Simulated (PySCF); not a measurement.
CH$_{3}$FMgO (SMILES C[O][Mg][F]), singlet, geometry from GFN2-xTB (such geometries of metal compounds can be far from the true shape). Base run: PBE/6-31G (PySCF).

Input for PySCF:
```python
from pyscf import gto, scf, dft, solvent

mol = gto.Mole()
mol.atom = '''
    Mg   -0.31771583    0.00392861    0.94392687
    F    -1.62511690    0.94163933    0.34925840
    O     0.98498935   -0.59618416   -0.06234494
    C     1.14993013   -0.42743581   -1.42849944
    H     1.22140738    0.63061510   -1.71128956
    H     2.09574607   -0.92181122   -1.68510489
    H     0.34199294   -0.89661305   -2.00429747
'''
mol.basis = '6-31g'
mol.verbose = 3
mol.build()

mf = dft.RKS(mol)
mf.xc = 'pbe'
mf.kernel()
```

Each row names what was changed in the base input (with any setting that the change needs).

```
change                                                       ΔE vs base (kcal/mol)  dipole (D)  HOMO-LUMO gap (eV)
-----------------------------------------------------------  ---------------------  ----------  ------------------
base                                                                         0.000        3.72                1.87
model = IEF-PCM; solvent = acetonitrile; r_probe = 0.5                       -9.39        4.32                2.66
model = IEF-PCM; solvent = dimethylsulfoxide                                -21.87        4.65                3.28
model = C-PCM; solvent = acetonitrile                                       -21.91        4.65                3.28
model = IEF-PCM; solvent = toluene                                          -10.47        4.20                2.54
model = IEF-PCM; solvent = acetonitrile; lebedev_order = 11                 -21.35        4.64                3.23
model = COSMO; solvent = acetonitrile                                       -21.57        4.63                3.26
model = SS(V)PE; solvent = acetonitrile                                     -21.60        4.63                3.25
model = IEF-PCM; solvent = tetrahydrofuran                                  -18.14        4.51                3.04
model = IEF-PCM; solvent = acetonitrile; lebedev_order = 41                 -21.66        4.64                3.27
model = ddCOSMO; solvent = acetonitrile                                     -36.56        5.15                3.80
model = IEF-PCM; solvent = acetonitrile; vdw_scale = 1.0                    -41.80        4.94                3.88
```

The base is the gas phase, so ΔE is the electrostatic part of solvation at a fixed geometry, without cavity and dispersion terms.
